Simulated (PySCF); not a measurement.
## Calculated data, BH₅NSi₂, BH₄OSi, BFH₅Si₂, B₂H₄NSi and others

Computed with PySCF 2.14.0. Calculation on a computer-drawn molecule: the log of a Hartree-Fock and frozen-core CCSD(T) single point meant for a local Hartree-Fock minimum, with one planted fault or none, to be diagnosed. Offsets are logged minus clean, where the clean run is the same molecule without the fault. The reference is restricted for singlets and unrestricted otherwise, and also for a bond in bohr or an excited solution. Adding or removing an electron swaps singlet and doublet. The excited solution moves the top pair (singlet) or top alpha electron (doublet) to the lowest empty orbital. Highest occupied and lowest empty are orbital energies over both spins, largest force is the largest gradient component, triples share is (T) over the correlation energy, the T1 limit is 0.02 restricted and 0.045 unrestricted, electrons count all cores, a negative frequency is imaginary (commonest isotopes), and the dipole is about the centre of nuclear charge.

Common to all runs: meant multiplicity 1; logged SCF converged yes; possible faults no fault, one electron removed, one electron added, multiplicity raised by two, geometry at a saddle point, SCF held on an excited solution, minimal basis STO-3G, one bond length entered in bohr, all coordinates scaled.

(1) 
```xyz
9
formula=BH5NSi2 meant_charge=1 meant_basis=cc-pV(D+d)Z logged_electrons=44 logged_basis_functions=99 logged_spin_squared=2.0184 logged_highest_occupied=-12.322 logged_lowest_empty=-6.9289 logged_largest_force=0.032956 logged_T1_diagnostic=0.026004 logged_D1_diagnostic=0.11095 logged_triples_share=0.035617 logged_CC_converged=yes logged_dipole_magnitude=3.323 logged_SCF_stable_within_its_kind=yes logged_energy_HF=-659.50723 logged_energy_CCSD(T)=-659.97595 planted_fault=multiplicity_raised_by_two HF_energy_offset_from_clean_run=89.41 CCSD(T)_energy_offset_from_clean_run=89.06
B     -0.7536    -0.9811     3.4496
Si    -0.2142    -2.5496     2.2797
N      0.5849    -2.3573     0.9018
Si     1.3743    -2.2153    -0.4695
H     -1.8101    -0.4608     3.2706
H     -0.0037    -0.6032     4.2943
H     -0.5538    -3.9207     2.6831
H      0.6704    -2.0542    -1.7394
H      2.8345    -2.2261    -0.5113
```

Units: logged_highest_occupied, logged_lowest_empty in eV; logged_largest_force in hartree/bohr; logged_dipole_magnitude in debye; logged_energy_HF, logged_energy_CCSD(T) in hartree; HF_energy_offset_from_clean_run, CCSD(T)_energy_offset_from_clean_run in kcal/mol.

Drawn bonds:
```
atom  other atom  order
   1           2      1
   2           3      1
   3           4      2
   1           5      1
   1           6      1
   2           7      1
   4           8      1
   4           9      1
```

(2) 
```xyz
7
formula=BH4OSi meant_charge=1 meant_basis=cc-pV(D+d)Z logged_electrons=30 logged_basis_functions=71 logged_spin_squared=0 logged_highest_occupied=-18.322 logged_lowest_empty=-4.8161 logged_largest_force=0.093519 logged_T1_diagnostic=0.013059 logged_D1_diagnostic=0.039151 logged_triples_share=0.020268 logged_CC_converged=yes logged_dipole_magnitude=1.1769 logged_SCF_stable_within_its_kind=yes logged_energy_HF=-390.49688 logged_energy_CCSD(T)=-390.87348 planted_fault=all_coordinates_scaled,by_-7.9_% HF_energy_offset_from_clean_run=30.16 CCSD(T)_energy_offset_from_clean_run=36.49
B     -1.5911     0.5581    -0.5746
Si     0.2543     0.5341    -0.9243
O      0.8606    -0.2379    -1.9935
H     -2.1985     1.3254    -1.0661
H     -1.9954    -0.1908     0.1145
H      1.1904     1.2136    -0.2387
H      0.5152    -0.7699    -2.5976
```

Units: logged_highest_occupied, logged_lowest_empty in eV; logged_largest_force in hartree/bohr; logged_dipole_magnitude in debye; logged_energy_HF, logged_energy_CCSD(T) in hartree; HF_energy_offset_from_clean_run, CCSD(T)_energy_offset_from_clean_run in kcal/mol.

Drawn bonds:
```
atom  other atom  order
   1           2      1
   2           3      1
   1           4      1
   1           5      1
   2           6      1
   3           7      1
```

(3) 
```xyz
9
formula=BFH5Si2 meant_charge=1 meant_basis=cc-pV(D+d)Z logged_electrons=47 logged_basis_functions=99 logged_spin_squared=0.7704 logged_highest_occupied=-7.415 logged_lowest_empty=1.1491 logged_largest_force=0.044129 logged_T1_diagnostic=0.014049 logged_D1_diagnostic=0.044833 logged_triples_share=0.022019 logged_CC_converged=yes logged_dipole_magnitude=0.9715 logged_SCF_stable_within_its_kind=yes logged_energy_HF=-704.88275 logged_energy_CCSD(T)=-705.39609 planted_fault=one_electron_added HF_energy_offset_from_clean_run=-150.7 CCSD(T)_energy_offset_from_clean_run=-160.1
B      0.0253    -2.0215     0.1099
Si     0.9307    -0.2085     0.0193
Si     1.1792     1.3058     1.8847
F      0.4708     0.4798     3.0580
H      0.6880    -2.9735     0.3797
H     -1.1455    -2.0816    -0.0995
H      1.4694     0.1941    -1.2932
H      0.4369     2.5221     1.5531
H      2.6142     1.4634     2.1223
```

Units: logged_highest_occupied, logged_lowest_empty in eV; logged_largest_force in hartree/bohr; logged_dipole_magnitude in debye; logged_energy_HF, logged_energy_CCSD(T) in hartree; HF_energy_offset_from_clean_run, CCSD(T)_energy_offset_from_clean_run in kcal/mol.

Drawn bonds:
```
atom  other atom  order
   1           2      1
   2           3      1
   3           4      1
   1           5      1
   1           6      1
   2           7      1
   3           8      1
   3           9      1
```

(4) 
```xyz
9
formula=BFH5Si2 meant_charge=1 meant_basis=cc-pV(D+d)Z logged_electrons=46 logged_basis_functions=99 logged_spin_squared=0 logged_highest_occupied=-11.587 logged_lowest_empty=-9.9849 logged_largest_force=0.074977 logged_CC_converged=no logged_dipole_magnitude=1.5318 logged_SCF_stable_within_its_kind=no logged_energy_HF=-704.30334 planted_fault=SCF_held_on_an_excited_solution HF_energy_offset_from_clean_run=212.8
B      0.0253    -2.0215     0.1099
Si     0.9307    -0.2085     0.0193
Si     1.1792     1.3058     1.8847
F      0.4708     0.4798     3.0580
H      0.6880    -2.9735     0.3797
H     -1.1455    -2.0816    -0.0995
H      1.4694     0.1941    -1.2932
H      0.4369     2.5221     1.5531
H      2.6142     1.4634     2.1223
```

Units: logged_highest_occupied, logged_lowest_empty in eV; logged_largest_force in hartree/bohr; logged_dipole_magnitude in debye; logged_energy_HF in hartree; HF_energy_offset_from_clean_run in kcal/mol.

Drawn bonds:
```
atom  other atom  order
   1           2      1
   2           3      1
   3           4      1
   1           5      1
   1           6      1
   2           7      1
   3           8      1
   3           9      1
```

Notes: CCSD not converged.

(5) 
```xyz
8
formula=B2H4NSi meant_charge=-1 meant_basis=aug-cc-pV(D+d)Z logged_electrons=35 logged_basis_functions=137 logged_spin_squared=0.7711 logged_highest_occupied=-8.9903 logged_lowest_empty=-0.27905 logged_largest_force=0.028833 logged_T1_diagnostic=0.021118 logged_D1_diagnostic=0.074812 logged_triples_share=0.039135 logged_CC_converged=yes logged_dipole_magnitude=0.50944 logged_SCF_stable_within_its_kind=yes logged_energy_HF=-395.04546 logged_energy_CCSD(T)=-395.53146 planted_fault=one_electron_removed HF_energy_offset_from_clean_run=21.44 CCSD(T)_energy_offset_from_clean_run=48.4
B     -0.9007    -1.7062    -1.6579
Si    -0.1643     0.0054    -2.0834
B     -0.1205     1.4579    -0.7205
N     -0.1222     2.4023     0.0957
H     -0.7067    -2.6777    -2.3553
H     -1.7019    -1.8305    -0.7591
H      1.0244     0.1555    -2.9767
H     -0.1036     3.0981     0.7872
```

Units: logged_highest_occupied, logged_lowest_empty in eV; logged_largest_force in hartree/bohr; logged_dipole_magnitude in debye; logged_energy_HF, logged_energy_CCSD(T) in hartree; HF_energy_offset_from_clean_run, CCSD(T)_energy_offset_from_clean_run in kcal/mol.

Drawn bonds:
```
atom  other atom  order
   1           2      1
   2           3      1
   3           4      2
   1           5      1
   1           6      1
   2           7      1
   4           8      1
```

(6) 
```xyz
6
formula=BClH3Si meant_charge=-1 meant_basis=aug-cc-pV(D+d)Z logged_electrons=40 logged_basis_functions=26 logged_spin_squared=0 logged_highest_occupied=1.733 logged_lowest_empty=12.642 logged_largest_force=0.027326 logged_T1_diagnostic=0.034735 logged_D1_diagnostic=0.14424 logged_triples_share=0.027769 logged_CC_converged=yes logged_dipole_magnitude=0.36421 logged_SCF_stable_within_its_kind=yes logged_energy_HF=-766.17811 logged_energy_CCSD(T)=-766.28821
B     -1.4449     0.3266     1.6496
Si     0.2683    -0.5313     1.1709
Cl    -0.1655    -2.1415    -0.3445
H     -2.5163    -0.2352     1.6948
H     -1.4044     1.4158     2.1891
H      0.9953     0.4310     0.2649
```

Units: logged_highest_occupied, logged_lowest_empty in eV; logged_largest_force in hartree/bohr; logged_dipole_magnitude in debye; logged_energy_HF, logged_energy_CCSD(T) in hartree.

Drawn bonds:
```
atom  other atom  order
   1           2      1
   2           3      1
   1           4      1
   1           5      1
   2           6      1
```

Notes: T1 above single-reference limit; highest electron not bound in this basis.

**Q.** Which fault was planted in the run of BClH₃Si (entry 6)?
**A.** minimal basis STO-3G

Further results for BClH₃Si (entry 6):

```
HF energy offset from clean run      : 5469 kcal/mol
CCSD(T) energy offset from clean run : 5663 kcal/mol
```
